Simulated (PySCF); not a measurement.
C₃H₉N, charge +1, doublet, at a GFN2-xTB geometry (a state made from the parent by changing its charge; the spin is typed, not shown lowest); TPSS/STO-3G run with PySCF.

PySCF was given this input:
```python
from pyscf import gto, scf, dft

mol = gto.Mole()
mol.atom = '''
    C    -1.87761304   -0.02967552    0.29886607
    C    -0.54527468   -0.43039412   -0.28775865
    N     0.53940486    0.31372074    0.19558742
    C     1.87421445    0.14178183   -0.20822487
    H    -2.11070859    1.01066545    0.07631984
    H    -2.66859392   -0.64768885   -0.11588086
    H    -1.88719452   -0.15115959    1.38109159
    H    -0.35656097   -1.50775647   -0.11393147
    H    -0.57203590   -0.36416711   -1.39247380
    H     0.34705931    1.03011919    0.88915306
    H     2.28186136    1.07888124   -0.61359215
    H     1.96655349   -0.64844603   -0.95182811
    H     2.51582523   -0.08676611    0.65473459
'''
mol.basis = 'sto-3g'
mol.charge = 1
mol.spin = 1
mol.verbose = 4
mol.symmetry = True
mol.build()

mf = dft.UKS(mol)
mf.xc = 'tpss'
mf.kernel()
mf.analyze()
```

Q: Write the output that PySCF gives for this input, abridged.

A: 
```
PySCF version 2.14.0

[INPUT] verbose = 4
[INPUT] num. atoms = 13
[INPUT] num. electrons = 33
[INPUT] charge = 1
[INPUT] spin (= nelec alpha-beta = 2S) = 1
[INPUT] symmetry True subgroup None
[INPUT] Mole.unit = angstrom
[INPUT] Symbol           X                Y                Z      unit          X                Y                Z       unit  Magmom
[INPUT]  1 C     -1.877613040000  -0.029675520000   0.298866070000 AA   -3.548174413512  -0.056078605404   0.564775020225 Bohr   0.0
[INPUT]  2 C     -0.545274680000  -0.430394120000  -0.287758650000 AA   -1.030419807860  -0.813327012423  -0.543785038475 Bohr   0.0
[INPUT]  3 N      0.539404860000   0.313720740000   0.195587420000 AA    1.019327455659   0.592846278196   0.369606657210 Bohr   0.0
[INPUT]  4 C      1.874214450000   0.141781830000  -0.208224870000 AA    3.541752009202   0.267928828140  -0.393487976623 Bohr   0.0
[INPUT]  5 H     -2.110708590000   1.010665450000   0.076319840000 AA   -3.988661163867   1.909880904060   0.144223595471 Bohr   0.0
[INPUT]  6 H     -2.668593920000  -0.647688850000  -0.115880860000 AA   -5.042911646479  -1.223954540435  -0.218983088479 Bohr   0.0
[INPUT]  7 H     -1.887194520000  -0.151159590000   1.381091590000 AA   -3.566280786580  -0.285650226202   2.609884858040 Bohr   0.0
[INPUT]  8 H     -0.356560970000  -1.507756470000  -0.113931470000 AA   -0.673802580009  -2.849246790841  -0.215299275269 Bohr   0.0
[INPUT]  9 H     -0.572035900000  -0.364167110000  -1.392473800000 AA   -1.080991184419  -0.688176101474  -2.631394117632 Bohr   0.0
[INPUT] 10 H      0.347059310000   1.030119190000   0.889153060000 AA    0.655847044881   1.946643144759   1.680255766219 Bohr   0.0
[INPUT] 11 H      2.281861360000   1.078881240000  -0.613592150000 AA    4.312093024628   2.038790064531  -1.159521115683 Bohr   0.0
[INPUT] 12 H      1.966553490000  -0.648446030000  -0.951828110000 AA    3.716247505408  -1.225385403261  -1.798694445562 Bohr   0.0
[INPUT] 13 H      2.515825230000  -0.086766110000   0.654734590000 AA    4.754220661971  -0.163964184794   1.237269059379 Bohr   0.0

nuclear repulsion = 134.15242842855
point group symmetry = C1
symmetry origin: [0. 0. 0.]
symmetry axis x: [1. 0. 0.]
symmetry axis y: [0. 1. 0.]
symmetry axis z: [0. 0. 1.]
num. orbitals of irrep A = 29
number of shells = 21
number of NR pGTOs = 87
number of NR cGTOs = 29
basis = sto-3g
ecp = {}

******** <class 'pyscf.dft.uks.UKS'> ********
method = UKS
initial guess = minao
damping factor = 0
level_shift factor = 0
DIIS = <class 'pyscf.scf.diis.CDIIS'>
diis_start_cycle = 1
diis_space = 8
diis_damp = 0
SCF conv_tol = 1e-09
SCF conv_tol_grad = None
SCF max_cycles = 50
direct_scf = True
direct_scf_tol = 1e-13
number electrons alpha = 17  beta = 16
XC library pyscf.dft.libxc version 7.1.2
    S. Lehtola, C. Steigemann, M. J. T. Oliveira, and M. A. L. Marques,  SoftwareX 7, 1–5 (2018)
XC functionals = tpss
    J. Tao, J. P. Perdew, V. N. Staroverov, and G. E. Scuseria,  Phys. Rev. Lett. 91, 146401 (2003)
    J. P. Perdew, J. Tao, V. N. Staroverov, and G. E. Scuseria,  J. Chem. Phys. 120, 6898 (2004)
    J. Tao, J. P. Perdew, V. N. Staroverov, and G. E. Scuseria,  Phys. Rev. Lett. 91, 146401 (2003)
    J. P. Perdew, J. Tao, V. N. Staroverov, and G. E. Scuseria,  J. Chem. Phys. 120, 6898 (2004)
radial grids:
    Treutler-Ahlrichs [JCP 102, 346 (1995); DOI:10.1063/1.469408] (M4) radial grids

becke partition: Becke, JCP 88, 2547 (1988); DOI:10.1063/1.454033
pruning grids: <function nwchem_prune>
grids dens level: 3
symmetrized grids: True
atomic radii adjust function: <function treutler_atomic_radii_adjust>
small_rho_cutoff = 0
Set gradient conv threshold to 3.16228e-05
tot grids = 144528
init E= -172.58009823893

cycle= 1 E= -172.133694685301  delta_E= 0.446  |g|= 0.148  |ddm|= 2.96
cycle= 2 E= -172.128885036933  delta_E= 0.00481  |g|= 0.171  |ddm|= 0.468
cycle= 3 E= -172.148932272989  delta_E= -0.02  |g|= 0.0317  |ddm|= 0.291
cycle= 4 E= -172.149484465508  delta_E= -0.000552  |g|= 0.0105  |ddm|= 0.0458
cycle= 5 E= -172.149558437789  delta_E= -7.4e-05  |g|= 0.00213  |ddm|= 0.0161
cycle= 6 E= -172.149562831816  delta_E= -4.39e-06  |g|= 0.000598  |ddm|= 0.00485
cycle= 7 E= -172.149563135457  delta_E= -3.04e-07  |g|= 0.000282  |ddm|= 0.00131
cycle= 8 E= -172.149563191525  delta_E= -5.61e-08  |g|= 4.89e-05  |ddm|= 0.000453
cycle= 9 E= -172.149563193796  delta_E= -2.27e-09  |g|= 2.07e-05  |ddm|= 0.000118
cycle= 10 E= -172.149563194123  delta_E= -3.27e-10  |g|= 6.6e-06  |ddm|= 3.93e-05
Extra cycle  E= -172.149563194136  delta_E= -1.32e-11  |g|= 6.41e-06  |ddm|= 1.81e-05
converged SCF energy = -172.149563194136  <S^2> = 0.75339502  2S+1 = 2.0033921
**** SCF Summaries ****
Total Energy =                        -172.149563194136334
Nuclear Repulsion Energy =             134.152428428549541
One-electron Energy =                 -487.820073834892355
Two-electron Energy =                  181.518082212206480
Two-electron Coulomb Energy =          207.707727693066147
DFT Exchange-Correlation Energy =      -26.189645480859657
**** MO energy ****
                             alpha | beta                alpha | beta
MO #1   energy= -14.3691028638925  | -14.3559970851393  occ= 1 | 1
MO #2   energy= -10.143868145496   | -10.1445687663921  occ= 1 | 1
MO #3   energy= -10.1421193973432  | -10.1427641639104  occ= 1 | 1
MO #4   energy= -10.03609904785    | -10.0360948468812  occ= 1 | 1
MO #5   energy= -1.16685046196744  | -1.13472063305047  occ= 1 | 1
MO #6   energy= -0.933837879459449 | -0.930257587698775 occ= 1 | 1
MO #7   energy= -0.854456697170231 | -0.845347644836445 occ= 1 | 1
MO #8   energy= -0.803576955428684 | -0.799939848439866 occ= 1 | 1
MO #9   energy= -0.693934815715531 | -0.685149212892108 occ= 1 | 1
MO #10  energy= -0.678478109046463 | -0.66863281309455  occ= 1 | 1
MO #11  energy= -0.676594448909621 | -0.643236307503099 occ= 1 | 1
MO #12  energy= -0.599524212748148 | -0.588870561036942 occ= 1 | 1
MO #13  energy= -0.58075520100622  | -0.578123438864603 occ= 1 | 1
MO #14  energy= -0.532569967783545 | -0.531144755310536 occ= 1 | 1
MO #15  energy= -0.514413738985815 | -0.512635653884042 occ= 1 | 1
MO #16  energy= -0.50898674581508  | -0.49879170397667  occ= 1 | 1
MO #17  energy= -0.457598390623691 | -0.372020828525063 occ= 1 | 0
MO #18  energy= -0.00353677190990498 | 0.0230502394150034 occ= 0 | 0
MO #19  energy= 0.0388317232772336 | 0.0515018158309387 occ= 0 | 0
MO #20  energy= 0.104978935644305  | 0.114578585378566  occ= 0 | 0
MO #21  energy= 0.11601985975295   | 0.128751010431669  occ= 0 | 0
MO #22  energy= 0.160752970342944  | 0.175275487643432  occ= 0 | 0
MO #23  energy= 0.185249307879222  | 0.195451842910872  occ= 0 | 0
MO #24  energy= 0.195848540898798  | 0.199749923633891  occ= 0 | 0
MO #25  energy= 0.223407387741728  | 0.233216424182323  occ= 0 | 0

To work with the spin densities directly, `use mulliken_meta_spin()` only printing them here.

 ** Mulliken spin pop alpha/beta on meta-lowdin orthogonal AOs **
 ** Mulliken Spin Density (per AO)  **
spin_pop of  0 C 1s       -0.00000
spin_pop of  0 C 2s       -0.00001
spin_pop of  0 C 2px       0.00047
spin_pop of  0 C 2py       0.00031
spin_pop of  0 C 2pz       0.00028
spin_pop of  1 C 1s        0.00000
spin_pop of  1 C 2s       -0.00919
spin_pop of  1 C 2px      -0.01143
spin_pop of  1 C 2py      -0.00507
spin_pop of  1 C 2pz      -0.00029
spin_pop of  2 N 1s       -0.00001
spin_pop of  2 N 2s        0.03175
spin_pop of  2 N 2px       0.03112
spin_pop of  2 N 2py       0.34264
spin_pop of  2 N 2pz       0.40237
spin_pop of  3 C 1s        0.00000
spin_pop of  3 C 2s       -0.00830
spin_pop of  3 C 2px      -0.02150
spin_pop of  3 C 2py       0.00160
spin_pop of  3 C 2pz       0.00244
spin_pop of  4 H 1s        0.00273
spin_pop of  5 H 1s       -0.00123
spin_pop of  6 H 1s        0.00255
spin_pop of  7 H 1s        0.07432
spin_pop of  8 H 1s        0.07156
spin_pop of  9 H 1s       -0.02391
spin_pop of  10 H 1s        0.05804
spin_pop of  11 H 1s        0.00080
spin_pop of  12 H 1s        0.05796
 ** Mulliken Spin Density (per atom)  **
spin density of  0 C =      0.00106
spin density of  1 C =     -0.02597
spin density of  2 N =      0.80787
spin density of  3 C =     -0.02577
spin density of  4 H =      0.00273
spin density of  5 H =     -0.00123
spin density of  6 H =      0.00255
spin density of  7 H =      0.07432
spin density of  8 H =      0.07156
spin density of  9 H =     -0.02391
spin density of  10 H =      0.05804
spin density of  11 H =      0.00080
spin density of  12 H =      0.05796
 ** Mulliken pop alpha/beta on meta-lowdin orthogonal AOs **
 ** Mulliken pop       alpha | beta **
pop of  0 C 1s        0.99981 | 0.99981
pop of  0 C 2s        0.50938 | 0.50939
pop of  0 C 2px       0.48667 | 0.48620
pop of  0 C 2py       0.53825 | 0.53794
pop of  0 C 2pz       0.53041 | 0.53012
pop of  1 C 1s        0.99982 | 0.99982
pop of  1 C 2s        0.50910 | 0.51829
pop of  1 C 2px       0.45815 | 0.46957
pop of  1 C 2py       0.49632 | 0.50139
pop of  1 C 2pz       0.52043 | 0.52072
pop of  2 N 1s        0.99989 | 0.99991
pop of  2 N 2s        0.66698 | 0.63522
pop of  2 N 2px       0.60211 | 0.57099
pop of  2 N 2py       0.77251 | 0.42987
pop of  2 N 2pz       0.80319 | 0.40082
pop of  3 C 1s        0.99982 | 0.99981
pop of  3 C 2s        0.50701 | 0.51531
pop of  3 C 2px       0.41435 | 0.43585
pop of  3 C 2py       0.55212 | 0.55052
pop of  3 C 2pz       0.54152 | 0.53908
pop of  4 H 1s        0.46527 | 0.46254
pop of  5 H 1s        0.45460 | 0.45583
pop of  6 H 1s        0.46528 | 0.46273
pop of  7 H 1s        0.47697 | 0.40265
pop of  8 H 1s        0.47601 | 0.40445
pop of  9 H 1s        0.37363 | 0.39755
pop of  10 H 1s        0.46651 | 0.40847
pop of  11 H 1s        0.44741 | 0.44661
pop of  12 H 1s        0.46649 | 0.40853
In total            17.00000 | 16.00000
 ** Mulliken atomic charges   ( Nelec_alpha | Nelec_beta ) **
charge of  0C =     -0.12797  (     3.06452      3.06345 )
charge of  1C =      0.00640  (     2.98382      3.00979 )
charge of  2N =      0.11851  (     3.84468      3.03681 )
charge of  3C =     -0.05539  (     3.01481      3.04058 )
charge of  4H =      0.07218  (     0.46527      0.46254 )
charge of  5H =      0.08957  (     0.45460      0.45583 )
charge of  6H =      0.07199  (     0.46528      0.46273 )
charge of  7H =      0.12038  (     0.47697      0.40265 )
charge of  8H =      0.11954  (     0.47601      0.40445 )
charge of  9H =      0.22882  (     0.37363      0.39755 )
charge of  10H =      0.12501  (     0.46651      0.40847 )
charge of  11H =      0.10597  (     0.44741      0.44661 )
charge of  12H =      0.12498  (     0.46649      0.40853 )

WARN: System has nonzero charge 1; the dipole moment is origin-dependent.
Location of origin: [0. 0. 0.]

Dipole moment(X, Y, Z, Debye):  2.15957,  0.65148,  0.23418
```
